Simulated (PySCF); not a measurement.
BeF2, SMILES [F][Be][F].

Geometry optimised at r2SCAN-D4/def2-TZVP. The isomer is the one that the SMILES or the coordinates give; other isomers of the formula were not compared.

Two levels are set side by side: TDDFT-PBE/def2-TZVPD (PySCF) and TDDFT-PBE0/def2-TZVPD (PySCF). Vertical, same geometry. The lowest singlet is HOMO→LUMO 100 % with PBE and HOMO−1→LUMO 98 % with the other functional; states are paired by order. Differences are taken from unrounded values.

| quantity | TDDFT-PBE |
|---|---|
| lowest singlet excitation (eV) | 8.37 |
| lowest triplet excitation (TDA) (eV) | 8.18 |
| first bright state (f over 0.05) (eV) | 9.07 |
| its oscillator strength | 0.10 |

**Question.** These are the TDDFT-PBE values. What does TDDFT-PBE0 give? (The exact figures need the calculation; the answer reports its results.)

**Answer.** 
```
quantity                               TDDFT-PBE0  TDDFT-PBE minus TDDFT-PBE0
-------------------------------------  ----------  --------------------------
lowest singlet excitation (eV)               9.42                       -1.05
lowest triplet excitation (TDA) (eV)         9.18                       -0.99
first bright state (f over 0.05) (eV)       10.14                       -1.07
its oscillator strength                      0.12                       -0.02
```

Functionals without exact exchange tend to place singlet excitations lower, as here. Differences between two approximate levels are no errors against the true value.

Rough cost on one machine, each run with all the roots and properties that it gave: TDDFT-PBE0 against TDDFT-PBE about 3 times.
